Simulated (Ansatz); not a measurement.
`C1[O][Zn][O]1` from Hartree–Fock to CCSD(T)

Cartesian coordinates in Å:
```
C -0.0609 -0.4031 0.1501
O 1.1454 0.0659 -0.4318
Zn 0.2543 1.6830 -0.6268
O -1.0414 0.6225 0.1755
H 0.1441 -0.7244 1.1828
H -0.4415 -1.2439 -0.4498
```

The species carries charge 0 and has multiplicity 1. For Zn the d shell is correlated and the shells below it are frozen. Scalar relativity is left out up to krypton. The structure was optimised at the PBE0-D4/def2-TZVP level. Frozen core, restricted reference, Ansatz 0.2.0.

| basis | HF (Eh) | MP2 corr. |
| --- | --- | --- |
| def2-SVP | -1966.08100 | -0.80919 |
| def2-TZVPP | -1966.56149 | -1.14789 |
| def2-QZVPP | -1966.61466 | -1.23155 |

Q: Estimate the CCSD correlation energy and the (T) correction in each basis where they were run (hartree).

A: 
| basis | CCSD corr. | (T) |
| --- | --- | --- |
| def2-SVP | -0.80079 | -0.02417 |
| def2-TZVPP | -1.10317 | -0.04357 |
| def2-QZVPP | -1.17650 | -0.05083 |
